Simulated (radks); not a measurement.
Results of a calculation; reference values are marked as such.
Question: Valence configurations of Sb (all share [Kr]). Level of theory: Dirac Kohn-Sham, LDA (Slater exchange, Perdew-Wang correlation), spin-unpolarised, spherical densities, finite nucleus; open shells fill j = l - 1/2 first; Fermi nuclear charge, rms radius 4.6802 fm (a radial shooting solver on a logarithmic mesh with Libxc functionals). Order these by energy: 4d8 5s1.5 5p5.5; 4d9.5 5s2 5p3.5; 4d10 5s1 5p4; 4d8 5s1 5p6; 4d10 5p5; 4d8 5s2 5p5; 4d10 5s1.5 5p3.5; 4d10 5s2 5p3; 4d9 5s1 5p5; 4d9 5s2 5p4.

Answer: From the lowest, in eV above it: 4d10 5s2 5p3 0.000; 4d10 5s1.5 5p3.5 4.148; 4d10 5s1 5p4 8.363; 4d9.5 5s2 5p3.5 14.664; 4d10 5p5 16.981; 4d9 5s2 5p4 30.566; 4d9 5s1 5p5 39.768; 4d8 5s2 5p5 66.099; 4d8 5s1.5 5p5.5 71.067; 4d8 5s1 5p6 76.086. NIST lists [Kr] 4d10 5s2 5p3 as the ground configuration; this level of theory agrees among the configurations tried. The energies are those of spherical spin-averaged densities, not of single terms.
